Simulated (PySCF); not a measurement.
Radial density of Ru+ (ruthenium, charge +1)

r2SCAN0, [Kr] 4d7, high-spin 4F determinant. Calculation: PySCF 2.14, in aug-cc-pwCVDZ-PP with ECP28MDF (6s6p5d3f, 70 functions); scalar relativity through the core potential. This is the valence pseudo-density: the core potential removes the inner electrons and smooths the orbitals near the nucleus.

```json
{"r (bohr)": "0.0213", "4πr²ρ (e/bohr)": "1.050e-05", "4πr²(ρα − ρβ)": "0.0000"}
{"r (bohr)": "0.0359", "4πr²ρ (e/bohr)": "2.724e-05", "4πr²(ρα − ρβ)": "0.0000"}
{"r (bohr)": "0.0603", "4πr²ρ (e/bohr)": "6.941e-05", "4πr²(ρα − ρβ)": "0.0000"}
{"r (bohr)": "0.102", "4πr²ρ (e/bohr)": "0.0002773", "4πr²(ρα − ρβ)": "0.0000"}
{"r (bohr)": "0.171", "4πr²ρ (e/bohr)": "0.002858", "4πr²(ρα − ρβ)": "0.0003"}
{"r (bohr)": "0.287", "4πr²ρ (e/bohr)": "0.05868", "4πr²(ρα − ρβ)": "0.0089"}
{"r (bohr)": "0.483", "4πr²ρ (e/bohr)": "1.553", "4πr²(ρα − ρβ)": "0.1709"}
{"r (bohr)": "0.812", "4πr²ρ (e/bohr)": "11.56", "4πr²(ρα − ρβ)": "1.3297"}
{"r (bohr)": "1.37", "4πr²ρ (e/bohr)": "9.892", "4πr²(ρα − ρβ)": "2.0910"}
{"r (bohr)": "2.30", "4πr²ρ (e/bohr)": "1.986", "4πr²(ρα − ρβ)": "0.6869"}
{"r (bohr)": "3.87", "4πr²ρ (e/bohr)": "0.1572", "4πr²(ρα − ρβ)": "0.0453"}
{"r (bohr)": "6.50", "4πr²ρ (e/bohr)": "0.001988", "4πr²(ρα − ρβ)": "0.0001"}
```

Energies and moments cover only the electrons outside the core potential.
